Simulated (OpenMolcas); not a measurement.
Os5+ among 4 point charges of -2 e arranged as a tetrahedron (Td), 1.9 Å from the ion.
```
   1.0970    1.0970    1.0970  -2.00
   1.0970   -1.0970   -1.0970  -2.00
  -1.0970    1.0970   -1.0970  -2.00
  -1.0970   -1.0970    1.0970  -2.00
```

```yaml
Program: OpenMolcas
Method: "SS-CASPT2, IPEA 0.25 Eh, imaginary shift 0.1 Eh (closed shells correlated: 4f 5s 5p)"
Basis: ANO-RCC-VTZP [8s7p5d3f2g1h]
Scalar_Hamiltonian: DKH2, point nucleus
Active_space: 3 electrons in 5 orbitals (5d)
State_averaging: 2S+1 = 4 even, 10 roots; 2S+1 = 2 even, 40 roots
Spin-orbit_coupling: RASSI with atomic mean-field integrals over the reference wave functions
```

What is the spin-free ground state (labels of Td)?

4T1, 3-fold in its orbital part, 99 % from free-ion F terms; it has the highest spin that d3 allows.

Where is the first state of the same spin?

4T2 at 3430 cm-1 above the ground state.

What are the lowest two levels with spin-orbit coupling?

A 4-fold level Γ8, then a 2-fold level Γ7 5500 cm-1 above it. Their leading multiplicities are 4 (83 %) and 4 (96 %).

What is χT at 300 K?

0.12 cm3 K/mol.

Roots that are degenerate in the reference are averaged as groups; the widest CASPT2 spread within a group is 210 cm-1 (the 3-fold group of multiplicity 4 near 3430 cm-1 above the lowest state of its run). Shifts and gaps below about the spread of the groups concerned are not significant. Spin-orbit coupling mixes the spin-free states strongly: the lowest level takes only 53 % from its leading state, 4T1. Point charges give a weaker field than real ligands, and real ions of this kind are as a rule low spin; the high spin found here belongs to the model. Free-ion shares, where given, are those of the reference states; single-state CASPT2 does not remix them. Point charges carry no covalency, so the field is a model and not that of real ligands. No measured value stands beside these numbers.
